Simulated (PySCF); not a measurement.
Computed shifts of a molecule C2H4Cl2Si, HF/pcSseg-1 (PySCF), GIAO, gas phase, atoms alike by connectivity averaged where their shifts nearly agree, in ppm (number of nuclei): ²⁹Si: 9.3 (1). ¹³C: 149.9 (1), 142.3 (1). ¹H: 6.79 (1), 6.60 (1), 6.58 (1), 5.36 (1). References: ²⁹Si against TMS (σ = 393.8 ppm); ³⁵Cl against HCl (σ = 958.2 ppm); ¹³C against TMS (σ = 192.6 ppm); ¹H against TMS (σ = 31.99 ppm), references at their B3LYP-D3(BJ)/def2-TZVP geometries, non-relativistic (without spin–orbit terms, shifts of atoms bonded to Cl or Br come out too high). Geometry: B3LYP-D3(BJ)/def2-SVP. One conformer was computed; it need not be the lowest.

Which structure fits?
A. C=C[SiH](Cl)Cl
B. C=C(Cl)[SiH2]Cl
C. [SiH3]C=C(Cl)Cl
D. Cl/C=C\[SiH2]Cl

A, C=C[SiH](Cl)Cl
